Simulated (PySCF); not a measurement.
# Computed structure and properties of [PrI2]+

System: [PrI2]+ (singlet in the valence; each metal's 4f electrons, 2 of them, lie in its core potential, out of spins and levels); start: template (C2v). Method: PySCF 2.14.0, RKS PBE0, Pr lcecp-1-SVP with ECP48, I def2-SVP with ECP28; non-relativistic Hamiltonian with scalar-relativistic core potentials where named; density fitting; no spin-orbit coupling.

Input of the relaxation:

```python
mol = gto.M(atom='''
Pr     0.00000     0.00000    -0.79515
I      2.76310    -0.00000     0.44145
I     -2.76310     0.00000     0.44145''',
    basis={'Pr': 'lcecp-1-SVP', 'I': 'def2-SVP'},
    ecp={'Pr': 'lcecp-1-SVP', 'I': 'def2-SVP'},
    charge=1, spin=0)
mf = dft.RKS(mol, xc='PBE0')
mf.grids.atom_grid = (50, 194)  # f atoms: unpruned, at least (60, 302)
mf = mf.density_fit()  # fitting sets: Pr AutoAux, I def2-universal-JKFIT
mf.conv_tol = 1e-08; mf.max_cycle = 55
mf.kernel(dm0)  # dm0: converged density of the start geometry
# quasi-Newton relaxation in Cartesian coordinates to a largest gradient under 0.00045 Eh/bohr, steps kept in the point group
```

Run from Python with OMP_NUM_THREADS=2; the lines above give its settings. Where DIIS fails, smearing, a level shift and second-order steps follow.
It took 30 s on 2 threads of Arm Neoverse V2, on a shared host, from the converged density of the start.

Course of the relaxation:

```
step  energy above end (eV)  largest force component within the symmetry (eV/Å)
   0                 0.4454                                               1.453
   1                 0.2092                                               0.872
   2                 0.0956                                               0.534
   3                 0.0589                                               0.283
   4                 0.0155                                               0.280
   5                 0.0055                                               0.150
   6                 0.0001                                               0.035
   7                 0.0001                                               0.028
   8                 0.0000                                               0.001
```

Relaxed geometry (C2v):

```xyz
3

Pr    0.0000    0.0000   -1.1118
I     2.2405    0.0000    0.5998
I    -2.2405    0.0000    0.5998
```

```json
{"contact": "Pr1–I2 (I)", "Å": "2.819"}
{"contact": "Pr1–I3 (I)", "Å": "2.819"}
```

On the finer grid (75, 302):

```json
{
 "HOMO": "-11.69 eV",
 "LUMO": "-7.41 eV",
 "Dipole about the centre of mass": "8.44 D",
 "Set of Mulliken populations of Pr1 outside the core potential": "s 2.23, p 6.18, d 1.41, f 0.03",
 "D3(BJ) dispersion energy (not in the energies)": "-0.105 eV"
}
```

| atom | Mulliken (e) | Löwdin (e) | spin (e) |
| --- | --- | --- | --- |
| Pr1 | 1.14 | 0.44 | 0.00 |
| I2 | -0.07 | 0.28 | 0.00 |
| I3 | -0.07 | 0.28 | 0.00 |

The 4f levels lie in the core potential and are missing. Their spin isn't counted.

On the grid (50, 194), as all that follows. Harmonic modes: a minimum within the noise of the softest modes; lowest 41 cm⁻¹ (negative: unstable), highest 220 cm⁻¹, zero-point energy 0.029 eV.

Taking off one I (charge -1, singlet; the rest: singlet) in vacuum, both parts rigid, costs 12.21 eV; the small basis without counterpoise inflates it. Most of it is the attraction of opposite charges; other ways to part are cheaper, and one spin state was tried for the rest.

Rigid scan of I along the line from its metal:

```json
{"distance to I2 (Å)": "2.52", "energy (eV)": "0.713"}
{"distance to I2 (Å)": "2.62", "energy (eV)": "0.278"}
{"distance to I2 (Å)": "2.72", "energy (eV)": "0.062"}
{"distance to I2 (Å)": "2.82", "energy (eV)": "0.000"}
{"distance to I2 (Å)": "2.92", "energy (eV)": "0.050"}
{"distance to I2 (Å)": "3.02", "energy (eV)": "0.176"}
{"distance to I2 (Å)": "3.22", "energy (eV)": "0.570"}
{"distance to I2 (Å)": "3.52", "energy (eV)": "1.303"}
{"distance to I2 (Å)": "3.92", "energy (eV)": "2.265"}
{"distance to I2 (Å)": "4.42", "energy (eV)": "3.250"}
```

One start shape was tried, so this needn't be the lowest isomer.

An lcecp potential fixes the number of 4f electrons, so in runs with it no electron can move into or out of that shell.
